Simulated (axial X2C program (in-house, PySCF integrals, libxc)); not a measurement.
# Working with the constants of CaF

A bond curve at the CCSD(T) level, with spin–orbit coupling, was computed with an in-house all-electron X2C program for linear molecules (integrals from PySCF) (basis Ca dyall-cv3z [11s12p6d4f], F dyall-av3z [7s6p3d2f] (cores contracted in-house)) for the state Ω = 1/2 (⟨Sz⟩ = 0.50, ⟨Lz⟩ = 0.00 at HF). Its fit gives Re = 1.9999 Å, ωe = 557.4 cm⁻¹, ωexe = 2.64 cm⁻¹ and αe = 2.316e-03 cm⁻¹; the masses are 39.9626 and 18.9984 u. Two-component means X2C with spin–orbit coupling and atomic mean-field Coulomb and Gaunt terms.

Correlated methods: 9 electrons correlated (number of frozen shells: Ca 3 s, 2 p; F 1 s), 249 virtual spin orbitals or spinors in MP2, 90 natural virtuals in coupled cluster.

(1) Find the reduced mass, Be and the force constant.

(2) Estimate De from a Morse curve and compare with the computed well depth of 5.398 eV to Ca + F.

(3) A Morse curve ties αe to the other constants (Pekeris). How well does that hold?

(4) Estimate the centrifugal constant by the Kratzer relation.

(5) Where do the fundamental and the first overtone lie?

The state is a single determinant with fixed occupations, the lowest that a limited PBE0 search found. Dissociation energies refer to the lowest single-determinant-based atoms at the same level and basis. Coupled cluster ran in a truncated set of natural virtual spinors; the MP2 energy of the rest was added. (T) has no such correction and the atoms are truncated less, which lowers De at CCSD(T) by a hundredth of an eV or more. The outer-core s and p shells of the metal are frozen in the correlated rows, which leaves out core–valence correlation; for alkali and alkaline-earth bonds that tends to lengthen them.

## Answers

(1) From the CCSD(T) values: μ = 12.8767 u. Be = 16.8576/(μ Re²) = 0.3273 cm⁻¹. k = 5.8918×10⁻⁷ μ ωe² = 2.36 mdyn/Å.

(2) De(Morse) = ωe²/(4ωexe) = 3.648 eV against 5.398 eV computed, a ratio of 0.68. The extrapolation falls short: long-range attraction (ionic or ion–induced dipole) or a change of character along the curve can cause this.

(3) αe(Morse) = 6Be²/ωe × (√(ωexe/Be) − 1) = 2.122e-03 cm⁻¹; the CCSD(T) curve gives 2.316e-03 cm⁻¹, a ratio of 0.92.

(4) D = 4Be³/ωe² = 4.51e-07 cm⁻¹.

(5) ν(1←0) = ωe − 2ωexe = 552.1 cm⁻¹; ν(2←0) = 2ωe − 6ωexe = 1099.0 cm⁻¹.
